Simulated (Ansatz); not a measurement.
Total energies of (CdSe)2 ring (Cd₂Se₂) from Ansatz at PBE0-D4/def2-TZVP, gas phase (1 Eh = 27.2114 eV = 2625.5 kJ/mol). The reference geometry is relaxed at r2SCAN-D4/def2-SVP.

| state | geometry | energy (Eh) |
| --- | --- | --- |
| charge 0 singlet | reference | -5138.16045 |
| charge 1 doublet | reference | -5137.86889 |
| charge 1 doublet | relaxed at r2SCAN-D4/def2-SVP | -5137.87044 |
| free Cd atom (singlet) | – | -167.77479 |
| free Se atom (triplet) | – | -2401.20505 |

In the def2 sets Cd takes a core potential; there is no spin–orbit coupling.

(1) Work out the vertical ionisation energy to the doublet.

(2) How much does the charge 1 doublet relax, and what is the adiabatic ionisation energy?

(3) What is the binding energy per atom against free atoms?

(1) E(charge 1 doublet) − E(charge 0 singlet) = -5137.86889 − (-5138.16045) = 0.29156 Eh = 7.93 eV. For comparison, −ε of the highest occupied level is 6.22 eV at this level, 1.71 eV less.

(2) Relaxation: -5137.86889 − (-5137.87044) = 0.00155 Eh = 0.04 eV. Adiabatic ionisation energy: 0.29001 Eh = 7.89 eV, without zero-point energy. 

(3) Atoms: 2 × (-167.77479) + 2 × (-2401.20505) = -5137.95968 Eh. Binding: -5137.95968 − (-5138.16045) = 0.20077 Eh = 5.46 eV, or 1.37 eV for each of 4 atoms (no zero-point energy, no counterpoise term).
